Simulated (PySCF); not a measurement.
Al(H)(NMe2)(SH) (C2H8AlNS), SMILES C[N](C)[AlH][SH].

Geometry optimised at ωB97X-D3(BJ)/def2-SVP. The structure was generated by enumeration; whether it is a known compound was not checked. The values are those of a single conformer.

Level of theory: IEF-PCM-B3LYP/def2-SVP (PySCF).

The values are the electrostatic part of the solvation free energy, E(continuum) − E(gas) at the gas-phase geometry, in a cavity of scaled van der Waals radii (PySCF's table); cavitation and dispersion terms are not included. A continuum can't describe solvent molecules that bind to the metal. In vacuum the orbital gap is 5.72 eV. The dipole moment in vacuum is 1.14 D.

Computed values in water (ε = 78.36), N,N-dimethylformamide (ε = 37.22), methanol (ε = 32.61):
| solvent | ε | ΔG(elec) (kcal/mol) | dipole (D) | gap (eV) |
|---|---|---|---|---|
| water | 78.36 | -3.7 | 1.45 | 5.82 |
| N,N-dimethylformamide | 37.22 | -3.6 | 1.45 | 5.81 |
| methanol | 32.61 | -3.6 | 1.44 | 5.81 |
